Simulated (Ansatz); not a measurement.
Ti₂Te₃, 5 atoms. Hardware: 4 threads of Arm Neoverse V2 on a shared host.

In the def2 sets Te takes a core potential; there is no spin–orbit coupling.

Q: How many basis functions does each of these Ansatz runs have, and roughly what does it cost? PBE0-D4/def2-TZVP, charge 0 triplet, energy, from earlier orbitals; HF/STO-3G, charge 0 quintet, energy; r2SCANh-D4/def2-TZVP, charge 0 quintet, energy, from earlier orbitals; PBE0-D4/def2-SVP, charge 0 triplet, energy with a search over starts; PBE-D4/def2-TZVP, charge 0 singlet, energy and forces, from earlier orbitals; r2SCANh-D4/def2-TZVP, charge 0 triplet, energy, from earlier orbitals; r2SCAN-D4/def2-TZVP, charge 0 quintet, energy, from earlier orbitals; HF/STO-3G, charge 0 singlet, energy; r2SCAN-D4/def2-TZVP, charge 0 triplet, energy, from earlier orbitals; PBE-D4/def2-SVP, charge 0 quintet, relaxation, 4 steps; HF/STO-3G, charge 0 triplet, energy; PBE-D4/def2-TZVPD, charge 0 singlet, energy, from earlier orbitals.

A: Other jobs shared the machine, so times can vary by a factor of up to 3. A dash marks memory too small to be measured apart from the calling script's.

```json
{"run": "HF/STO-3G, charge 0 singlet, energy", "functions": "117", "fitting or Cholesky vectors": "1370", "wall time": "3.4 s", "peak host memory (GiB)": "–"}
{"run": "PBE-D4/def2-TZVP, charge 0 singlet, energy and forces, from earlier orbitals", "functions": "240", "fitting or Cholesky vectors": "1984", "wall time": "6.5 s", "peak host memory (GiB)": "–"}
{"run": "PBE-D4/def2-TZVPD, charge 0 singlet, energy, from earlier orbitals", "functions": "273", "fitting or Cholesky vectors": "2199", "wall time": "7.5 s", "peak host memory (GiB)": "–"}
{"run": "HF/STO-3G, charge 0 triplet, energy", "functions": "117", "fitting or Cholesky vectors": "1373", "wall time": "9.5 s", "peak host memory (GiB)": "0.81"}
{"run": "PBE-D4/def2-SVP, charge 0 quintet, relaxation, 4 steps", "functions": "140", "fitting or Cholesky vectors": "1720", "wall time": "16 s", "peak host memory (GiB)": "–"}
{"run": "HF/STO-3G, charge 0 quintet, energy", "functions": "117", "fitting or Cholesky vectors": "1371", "wall time": "23 s", "peak host memory (GiB)": "0.98"}
{"run": "r2SCAN-D4/def2-TZVP, charge 0 quintet, energy, from earlier orbitals", "functions": "240", "fitting or Cholesky vectors": "1984", "wall time": "26 s", "peak host memory (GiB)": "0.67"}
{"run": "PBE0-D4/def2-TZVP, charge 0 triplet, energy, from earlier orbitals", "functions": "240", "fitting or Cholesky vectors": "2244", "wall time": "47 s", "peak host memory (GiB)": "1.5"}
{"run": "r2SCANh-D4/def2-TZVP, charge 0 quintet, energy, from earlier orbitals", "functions": "240", "fitting or Cholesky vectors": "2063", "wall time": "55 s", "peak host memory (GiB)": "1.5"}
{"run": "r2SCAN-D4/def2-TZVP, charge 0 triplet, energy, from earlier orbitals", "functions": "240", "fitting or Cholesky vectors": "1984", "wall time": "79 s", "peak host memory (GiB)": "1.2"}
{"run": "PBE0-D4/def2-SVP, charge 0 triplet, energy with a search over starts", "functions": "140", "fitting or Cholesky vectors": "1699", "wall time": "2.1 min", "peak host memory (GiB)": "1"}
{"run": "r2SCANh-D4/def2-TZVP, charge 0 triplet, energy, from earlier orbitals", "functions": "240", "fitting or Cholesky vectors": "2063", "wall time": "3.2 min", "peak host memory (GiB)": "1.6"}
```
